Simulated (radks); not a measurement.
Problem. The mean radii <r> (bohr) of the occupied orbitals of an atom or ion are listed with their occupations. Calculated with a radial shooting solver on a logarithmic mesh with Libxc functionals: scalar-relativistic Kohn-Sham, PBEsol, spin-polarised, spherical densities, finite nucleus; Fermi nuclear charge, rms radius of each element as measured or else 0.836 A^(1/3) + 0.57 fm.

| orbital | occ. | <r> |
|---|---|---|
| 1s up | 1 | 0.01716 |
| 1s down | 1 | 0.01716 |
| 2s up | 1 | 0.07237 |
| 2s down | 1 | 0.07236 |
| 2p up | 3 | 0.06522 |
| 2p down | 3 | 0.06521 |
| 3s up | 1 | 0.1856 |
| 3s down | 1 | 0.1855 |
| 3p up | 3 | 0.1862 |
| 3p down | 3 | 0.1860 |
| 3d up | 5 | 0.1681 |
| 3d down | 5 | 0.1681 |
| 4s up | 1 | 0.3802 |
| 4s down | 1 | 0.3803 |
| 4p up | 3 | 0.3933 |
| 4p down | 3 | 0.3937 |
| 4d up | 4 | 0.3931 |

Name the element and its charge. Open shells, if any, are filled with parallel spins first.

Solution. Z = 78, platinum, charge +38: Pt38+ in [Kr] 4d4. The 1s radius gives Z: for a bare nucleus <r> = (2 gamma + 1)/(2Z) with gamma = sqrt(1 - (Z/c)^2), 0.01695 bohr for Z = 78, and screening makes it slightly larger (0.01716 here). The occupations add up to 40, and the charge is Z minus that.
